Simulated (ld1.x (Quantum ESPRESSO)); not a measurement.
Au RRKJ: all-electron and pseudo phase curves

```
Element                 : Au (Z = 79)
Generator               : ld1.x (Quantum ESPRESSO) 7.5
Type                    : norm-conserving RRKJ (Kleinman–Bylander form)
Functional              : LDA (PZ)
Relativity              : scalar-relativistic
Frozen core             : [Kr] 4d10
Valence charge          : 33
Reference configuration : 4f14 5s2 5p6 5d10 6s1 6p0
Partial waves           : 5p (bound): rc 1.30 bohr; 5d (bound): rc 1.50 bohr; 4f (bound): rc 0.70 bohr; 5s (bound): rc 1.55 bohr
Local potential         : the s channel
Core correction         : Bessel-smoothed model core, default radius (core density twice the valence density)
rho0                    : 0.02
```

Occupied shells without a wave of their own: 6s. They enter only through the test configuration that unscreens the potential, and ld1.x also counts them in the model core charge.

The phase is arctan(r·u′/u) with u = r·R(r), unwrapped; energies in Ry, scanned from -10 to 5 Ry. A pole is an energy at which the radial function vanishes at the test radius. The pseudo phase is shifted by a multiple of π to meet the all-electron one at the reference energy, and phase errors are pseudo minus all-electron; the curves can meet again beyond the range given. Levels narrower than the energy grid can be missing from the lists of poles.

```
channel  radius (bohr)  reference energy (Ry)  poles, all-electron  poles, pseudo  unbroken range about the reference energy with phases within 0.05 rad  phase error 1 Ry above the reference energy (rad)
      s           1.71                  -8.00                -7.58    -7.61, 4.65                                                           -8.1 to -3.4                                             -0.009
      p           1.71                  -4.41                -3.46          -3.49                                                            -4.8 to 2.1                                             -0.004
      d           1.71                  -0.52                 2.03           2.01                                                        the whole range                                             -0.006
      f           1.71                  -6.00                -5.97          -6.00                                       not even at the reference energy                                             -0.004
```

A Bessel basis up to 400 Ry misses an occupied level by 0.04 Ry, so cutoffs and ghosts were not judged. The potential misses its own reference levels by up to 3.7 eV, so it is not fit for use. ld1.x takes every shell without a wave as core, so the model core holds the 6s electrons as well and exchange and correlation see them twice. This cancels in the reference configuration, but the file is broken for other ones, and its errors say nothing about a proper core correction.

Phases in the s channel:

| E (Ry) | all-electron | pseudo |
| --- | --- | --- |
| -10.00 | 1.285 | 1.278 |
| -9.52 | 1.240 | 1.229 |
| -9.04 | 1.140 | 1.119 |
| -8.56 | 0.709 | 0.615 |
| -8.08 | -1.216 | -1.260 |
| -7.60 | -1.564 | -1.574 |
| -7.12 | -1.656 | -1.664 |
| -6.64 | -1.702 | -1.711 |
| -6.16 | -1.732 | -1.743 |
| -5.68 | -1.755 | -1.770 |
| -5.20 | -1.776 | -1.794 |
| -4.72 | -1.795 | -1.818 |
| -4.24 | -1.815 | -1.845 |
| -3.76 | -1.835 | -1.874 |
| -3.28 | -1.858 | -1.910 |
| -2.80 | -1.883 | -1.954 |
| -2.32 | -1.913 | -2.013 |
| -1.84 | -1.948 | -2.096 |
| -1.36 | -1.991 | -2.220 |
| -0.88 | -2.045 | -2.426 |
| -0.40 | -2.117 | -2.783 |
| 0.08 | -2.214 | -3.325 |
| 0.56 | -2.353 | -3.839 |
| 1.04 | -2.557 | -4.158 |
| 1.52 | -2.853 | -4.343 |
| 2.00 | -3.234 | -4.457 |
| 2.48 | -3.615 | -4.535 |
| 2.96 | -3.910 | -4.591 |
| 3.44 | -4.113 | -4.634 |
| 3.92 | -4.252 | -4.669 |
| 4.40 | -4.349 | -4.699 |
| 4.88 | -4.420 | -4.724 |
